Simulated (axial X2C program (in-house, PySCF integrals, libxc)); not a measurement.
## Which molecule has these constants?

All values come from calculations with an axial X2C code built on PySCF integrals, spin-free (one-electron X2C) or two-component (2c: spin–orbit coupling with atomic mean-field Coulomb and Gaunt terms, which also bring small scalar terms), in Dyall basis sets with cores contracted in-house; open shells are unrestricted.

A two-component CCSD(T) calculation in a Dyall 3-zeta basis gave Re = 2.432 Å, ωe = 300.4 cm⁻¹, Ω = 1/2.

**Question.** Which molecule is it?
A. LiCu⁻
B. NaCu⁻
C. CuH⁻

**Answer.** A. The others have NaCu⁻ 2.774 Å and 158.4 cm⁻¹ (Ω = 1/2); CuH⁻ 1.530 Å and 1606.3 cm⁻¹ (Ω = 1/2).

Frozen shells (counts by l): LiCu⁻ Cu 3s2p, Li 1s, 13 electrons correlated; NaCu⁻ Cu 3s2p, Na 2s1p, 13 electrons correlated; CuH⁻ Cu 3s2p, H none, 13 electrons correlated. Coupled cluster in natural virtuals with an MP2 remainder. Where the outer core of a metal is frozen, bonds come out longer and ionisation energies lower.

Each entry is the lowest single determinant of a limited PBE0 search at one distance. De goes to single-determinant-based atoms at the same level (for ions the charge split of lowest energy) and is withheld (n/a) where an atom does not fit its ground term or J level. Main or longest-lived isotopes. One determinant is a doubtful description, or other states lie close, for LiCu⁻, NaCu⁻, CuH⁻; these need not be ground states, and all values refer to the states named.
